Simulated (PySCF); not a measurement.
**Polarisability and C₆ of Sr²⁺ (strontium, charge +2)**

[Kr], closed-shell 1S. All numbers are calculated (PySCF 2.14, no relativity, point nucleus, in dyall-av2z (22s16p11d, 125 functions)). Coupled (time-dependent) response in atomic units; α is the mean over directions. A double-zeta set is small for polarisabilities.

```csv
method,mean α (bohr³),C₆ (like pair),S(−4)
UHF,5.860,28.50,5.065
PBE,5.995,29.24,5.449
PBE0,5.928,28.85,5.269
```

S(−4) is the Cauchy moment in α(ω) = α(0) + S(−4) ω² + …

α(iu) at PBE:

```
u (hartree)  α(iu) (bohr³)
          0          5.995
     0.0500          5.982
      0.100          5.941
      0.200          5.785
      0.300          5.545
      0.500          4.901
      0.750          4.011
       1.00          3.215
       1.50          2.076
       2.00          1.403
       3.00         0.7417
       5.00         0.3077
```

A single London oscillator, α(iu) = α/(1 + u²/ω²), gives C₆ = (3/4) ω α². Matching the computed C₆ needs ω = 4 × 29.24 / (3 × 5.995²) = 1.08 hartree.

For an ion, C₆ is the dispersion term alone; charge-induced terms of lower order in 1/R come first.

A non-relativistic calculation at this Z misses sizeable relativistic shifts.
